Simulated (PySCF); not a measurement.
## Circular dichroism: `N[C@H]1[C@@H]2CC[C@H](N)[C@H]12`, C₆H₁₂N₂

Geometry (Å), atoms numbered from 1 in this order:
```xyz
20

N     2.5610   -0.6997   -0.2860
C     1.2779   -0.1852    0.1061
C     0.6481    0.8151   -0.8201
C    -0.3800    1.7552   -0.2273
C    -1.3385    0.8504    0.5572
C    -1.2744   -0.5370   -0.1097
N    -1.5764   -1.5881    0.8469
C     0.1074   -0.5822   -0.7525
H     3.3032   -0.0677   -0.0045
H     2.7379   -1.6035    0.1400
H     1.1049   -0.0583    1.1774
H     1.2275    1.1509   -1.6669
H    -0.9087    2.2626   -1.0363
H     0.0711    2.5166    0.4114
H    -2.3548    1.2378    0.5668
H    -1.0168    0.7559    1.5947
H    -2.0299   -0.6050   -0.9014
H    -0.8584   -1.6237    1.5639
H    -1.5912   -2.4898    0.3829
H     0.2849   -1.2936   -1.5457
```

Computed with PySCF, TDDFT B3LYP/def2-SVPD circular dichroism and optical rotation, one conformer, gas phase. Geometry: GFN2-xTB.

The molecule is flexible and this is one conformer; a measurement averages over conformers. States above about 6.4 eV (minus the energy of the highest occupied orbital) lie near or above the ionisation threshold and depend on the basis.

What are the CIP labels of the stereocentres?

C2 S, C3 R, C6 S, C8 R.

List the lowest 8 singlet excitations with oscillator and rotatory strengths.

Rotatory strengths R in 10⁻⁴⁰ esu² cm², velocity form and length form (origin at the centre of mass); f in length form.
```
state  E (eV)  λ (nm)      f  R (velocity)  R (length)                                    main
    1    5.89     211  0.010         +13.3       +12.9                          HOMO→LUMO 0.86
    2    6.08     204  0.021         +16.4       +15.0      HOMO−1→LUMO 0.51, HOMO→LUMO+1 0.36
    3    6.26     198  0.015          -7.5        -8.0      HOMO→LUMO+1 0.50, HOMO−1→LUMO 0.35
    4    6.47     192  0.003          -2.2        -2.2                        HOMO→LUMO+2 0.83
    5    6.64     187  0.009         -15.2       -14.4  HOMO−1→LUMO+1 0.77, HOMO−1→LUMO+2 0.12
    6    6.75     184  0.013         -18.7       -17.8    HOMO→LUMO+3 0.58, HOMO−1→LUMO+2 0.24
    7    6.84     181  0.001          -0.4         0.0    HOMO−1→LUMO+2 0.54, HOMO→LUMO+3 0.32
    8    7.03     176  0.036          -3.2        -4.0                      HOMO−1→LUMO+3 0.87
```

Among the states computed, the strongest CD band (largest |R|) is state 6. The largest dissymmetry factor in size, g = 4R/(D+G), with D and G the electric and magnetic dipole strengths, is -0.014 for state 5 (velocity form, f = 0.011), among bands with |R| over 0.5. The mirror image has the same energies and oscillator strengths and all R with the opposite sign.
